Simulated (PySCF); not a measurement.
CrO3, singlet, at a GFN2-xTB geometry (such geometries of metal compounds can be far from the true shape); PySCF with HF/3-21G.

Input for PySCF:
```python
from pyscf import gto, scf

mol = gto.Mole()
mol.atom = '''
    Cr   -0.00000000   -0.00000000   -0.00000000
    O    -1.07077093   -1.11835431   -0.13016836
    O    -0.05729490    1.24258645   -0.93107827
    O     1.12806583   -0.12423215    1.06124663
'''
mol.basis = '3-21g'
mol.verbose = 4
mol.build()

mf = scf.RHF(mol)
mf.kernel()
```

Output, abridged:

```
PySCF version 2.14.0

[INPUT] verbose = 4
[INPUT] num. atoms = 4
[INPUT] num. electrons = 48
[INPUT] charge = 0
[INPUT] spin (= nelec alpha-beta = 2S) = 0
[INPUT] symmetry False subgroup None
[INPUT] Mole.unit = angstrom
[INPUT] Symbol           X                Y                Z      unit          X                Y                Z       unit  Magmom
[INPUT]  1 Cr     0.000000000000   0.000000000000   0.000000000000 AA    0.000000000000   0.000000000000   0.000000000000 Bohr   0.0
[INPUT]  2 O     -1.070770930000  -1.118354310000  -0.130168360000 AA   -2.023463799846  -2.113383356127  -0.245982550484 Bohr   0.0
[INPUT]  3 O     -0.057294900000   1.242586450000  -0.931078270000 AA   -0.108271669334   2.348148076596  -1.759482930834 Bohr   0.0
[INPUT]  4 O      1.128065830000  -0.124232150000   1.061246630000 AA    2.131735469180  -0.234764739366   2.005465481318 Bohr   0.0

nuclear repulsion = 233.924793951166
number of shells = 26
number of NR pGTOs = 99
number of NR cGTOs = 54
basis = 3-21g
ecp = {}

******** <class 'pyscf.scf.hf.RHF'> ********
method = RHF
initial guess = minao
damping factor = 0
level_shift factor = 0
DIIS = <class 'pyscf.scf.diis.CDIIS'>
diis_start_cycle = 1
diis_space = 8
diis_damp = 0
SCF conv_tol = 1e-09
SCF conv_tol_grad = None
SCF max_cycles = 50
direct_scf = True
direct_scf_tol = 1e-13
Set gradient conv threshold to 3.16228e-05
Initial guess from minao.
init E= -1260.14687336495
  HOMO = -0.507242549791858  LUMO = -0.241295056927029  gap/eV = 7.23680
cycle= 1 E= -1260.44595601034  delta_E= -0.299  |g|= 1.82  |ddm|= 2.66
  HOMO = -0.40052632178879  LUMO = -0.378030669341102  gap/eV = 0.61214
cycle= 2 E= -1254.01534153093  delta_E= 6.43  |g|=  6.9  |ddm|=  3.2
  HOMO = -0.45640022990252  LUMO = -0.170493627989592  gap/eV = 7.77991
cycle= 3 E= -1261.02601566577  delta_E= -7.01  |g|= 1.18  |ddm|= 2.06
  HOMO = -0.498257099119822  LUMO = -0.0850270914552249  gap/eV = 11.24456
cycle= 4 E= -1261.21240471088  delta_E= -0.186  |g|= 0.411  |ddm|= 0.305
  HOMO = -0.485227130021737  LUMO = -0.040855530513074  gap/eV = 12.09197
cycle= 5 E= -1261.24052279436  delta_E= -0.0281  |g|= 0.0707  |ddm|= 0.156
  HOMO = -0.486240337182551  LUMO = -0.0403378399213374  gap/eV = 12.13362
cycle= 6 E= -1261.24199578911  delta_E= -0.00147  |g|= 0.0212  |ddm|= 0.0529
  HOMO = -0.481400830422769  LUMO = -0.0358291351208906  gap/eV = 12.12462
cycle= 7 E= -1261.24268480978  delta_E= -0.000689  |g|= 0.0138  |ddm|= 0.06
  HOMO = -0.479589785400325  LUMO = -0.0335954782747985  gap/eV = 12.13612
cycle= 8 E= -1261.24295688094  delta_E= -0.000272  |g|= 0.0104  |ddm|= 0.0302
  HOMO = -0.47241833958227  LUMO = -0.0246983086125852  gap/eV = 12.18308
cycle= 9 E= -1261.24364009843  delta_E= -0.000683  |g|= 0.00399  |ddm|= 0.127
  HOMO = -0.469909557269396  LUMO = -0.0227732824978966  gap/eV = 12.16720
cycle= 10 E= -1261.24369970337  delta_E= -5.96e-05  |g|= 0.00193  |ddm|= 0.0524
  HOMO = -0.47035652314053  LUMO = -0.0233381386472611  gap/eV = 12.16399
cycle= 11 E= -1261.24370119971  delta_E= -1.5e-06  |g|= 0.000543  |ddm|= 0.00875
  HOMO = -0.470166386107195  LUMO = -0.0231247747795571  gap/eV = 12.16462
cycle= 12 E= -1261.24370146721  delta_E= -2.67e-07  |g|= 0.000279  |ddm|= 0.00369
  HOMO = -0.470196470498156  LUMO = -0.0231777127860422  gap/eV = 12.16400
cycle= 13 E= -1261.24370150853  delta_E= -4.13e-08  |g|= 6.68e-05  |ddm|= 0.000771
  HOMO = -0.470198326402467  LUMO = -0.0231836225601976  gap/eV = 12.16389
cycle= 14 E= -1261.24370151011  delta_E= -1.58e-09  |g|= 2.08e-05  |ddm|= 9.8e-05
  HOMO = -0.470202673975111  LUMO = -0.0231906066347114  gap/eV = 12.16382
cycle= 15 E= -1261.24370151037  delta_E= -2.6e-10  |g|= 3.82e-06  |ddm|= 7.68e-05
  HOMO = -0.470202279109435  LUMO = -0.0231907788281229  gap/eV = 12.16380
Extra cycle  E= -1261.24370151036  delta_E= 3.87e-12  |g|= 6.92e-06  |ddm|= 5.74e-06
converged SCF energy = -1261.24370151036
```
